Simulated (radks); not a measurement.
Xe, 54 electrons, occupied as [Xe] (the NIST ground configuration).

Calculated with a radial shooting solver on a logarithmic mesh with Libxc functionals: scalar-relativistic Kohn-Sham, BLYP, spin-unpolarised, spherical densities, finite nucleus; Fermi nuclear charge, rms radius 4.7859 fm.

Energy parts (hartree):
part                        energy
total                  -7447.71678
kinetic                 7831.82746
electron-nucleus      -18025.04983
Hartree                 2932.75617
exchange-correlation    -187.25058

Orbitals (lengths in bohr, moments of r in powers of bohr; r(max) is where P^2 peaks; r(90%) holds 90 % of the orbital's charge):
1s: occ. 2; eigenvalue (hartree) -1263.267; <1/r> 58.11; r(90%) 0.0480; r(max) 0.01716
2s: occ. 2; eigenvalue (hartree) -196.6027; <1/r> 13.33; r(90%) 0.177; r(max) 0.09696
2p: occ. 6; eigenvalue (hartree) -176.4308; <1/r> 12.73; r(90%) 0.163; r(max) 0.07779
3s: occ. 2; eigenvalue (hartree) -40.19884; <1/r> 4.791; r(90%) 0.450; r(max) 0.2790
3p: occ. 6; eigenvalue (hartree) -33.68401; <1/r> 4.552; r(90%) 0.457; r(max) 0.2729
3d: occ. 10; eigenvalue (hartree) -24.01653; <1/r> 4.311; r(90%) 0.441; r(max) 0.2259
4s: occ. 2; eigenvalue (hartree) -7.24453; <1/r> 1.952; r(90%) 1.03; r(max) 0.6609
4p: occ. 6; eigenvalue (hartree) -5.18117; <1/r> 1.791; r(90%) 1.12; r(max) 0.6931
4d: occ. 10; eigenvalue (hartree) -2.17460; <1/r> 1.512; r(90%) 1.33; r(max) 0.7480
5s: occ. 2; eigenvalue (hartree) -0.72051; <1/r> 0.7055; r(90%) 2.71; r(max) 1.620
5p: occ. 6; eigenvalue (hartree) -0.29595; <1/r> 0.5608; r(90%) 3.51; r(max) 1.906

The highest occupied level is 5p at -8.053 eV. The electron density at the nucleus is 2.808e+05 e/bohr^3 (large components only). Summed over all electrons, <r^2> = 61.32 bohr^2, which gives a Langevin (diamagnetic) susceptibility term of -48.6 x 10^-6 cm^3/mol. The density falls to 0.001 e/bohr^3 at r = 4.44 bohr.
